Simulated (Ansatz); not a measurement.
Spectroscopic constants of NaP+, multiplicity 4 (lowest of 2S+1 = 2, 4 at CCSD(T)/def2-TZVPP on PBE0 minima; our sources give no spin for the ground state, which may be another).

Seven points along R, fitted to fifth degree in 1/R; most abundant isotopes. In def2 and cc sets the state is the lowest found near the PBE0 minimum, followed along R.

Correlated levels freeze the inner cores; with def2 sets outer-core shells near the valence are correlated too.

The values were computed with Ansatz (a quantum-chemistry and plane-wave program) with Gaussian orbitals. Each number belongs to the level named beside it.

**Question.** What bond length and harmonic frequency does B97M-V/def2-TZVPP give?

**Answer.** r_e = 3.058 Å, ω_e = 126 cm⁻¹.

**Question.** What bond length and harmonic frequency does wB97M-V/def2-TZVPP give?

**Answer.** r_e = 3.088 Å, ω_e = 122 cm⁻¹.

**Question.** What bond length and harmonic frequency does CCSD(T)/def2-QZVPP give?

**Answer.** r_e = 3.060 Å, ω_e = 125 cm⁻¹.
